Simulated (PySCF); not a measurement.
**Which determinant of InS lies lowest?**

Unrestricted PBE0; In cc-pVTZ-PP with ECP28, S cc-pV(T+d)Z; scalar-relativistic core potentials (PySCF 2.14). Outer shells of the fragments: In 4d10 5s2 5p1; S 3s2 3p4.

Followed along the bond (rough minima from three points):

| 2Ms+1 | unpaired | ⟨S²⟩ at the start | R at minimum (Å) | Te (eV) |
| --- | --- | --- | --- | --- |
| 2 | σ ↑ | 0.76 | 2.28 | 0.00 |
| 2 | π ↑ | 0.76 | 2.52 | 0.08 |
| 4 | σ ↑, π ↑↑ | 3.76 | 2.53 | 2.76 |

Solutions found at the starting distance of 2.375 Å, counted from the lowest of them; the search is not exhaustive and high or unbound solutions are not listed, so other states can lie among these:

| 2Ms+1 | unpaired | term | E (eV) | ⟨S²⟩ | ⟨Lz²⟩ | μ (D) |
| --- | --- | --- | --- | --- | --- | --- |
| 2 | σ ↑ | ²Σ⁺ | 0.00 | 0.76 | 0.00 | -4.45 |
| 2 | π ↑ | ²Π | 0.11 | 0.76 | 1.01 | -1.85 |
| 4 | σ ↑, π ↑↑ | mixed | 2.76 | 3.76 | 2.01 | -0.70 |
| 4 | σ ↑, π ↑↑ | mixed | 2.94 | 3.76 | 2.01 | -0.66 |
| 2 | σ ↑, π ↑↓ | mixed | 3.12 | 1.76 | 2.02 | -0.81 |
| 4 | π ↑↑↑ | ⁴Π | 4.30 | 3.76 | 1.01 | 3.64 |
| 4 | σ ↑↑, π ↑ | ⁴Π | 4.97 | 3.76 | 1.02 | 0.70 |
| 4 | σ ↑↑, π ↑ | ⁴Π | 5.58 | 3.76 | 1.00 | -2.77 |
| 4 | σ ↑↑↑ | ⁴Σ⁺ | 7.99 | 3.77 | 0.00 | -1.06 |

A term symbol is given only where ⟨S²⟩ and ⟨Lz²⟩ are close to those of a pure state; real π, δ and φ orbitals otherwise mix terms. A positive dipole means In(−)S(+).

Spin–orbit coupling is left out. Counting both spins, an empty level lies below a filled one in some of these solutions, because spin and occupation are held.
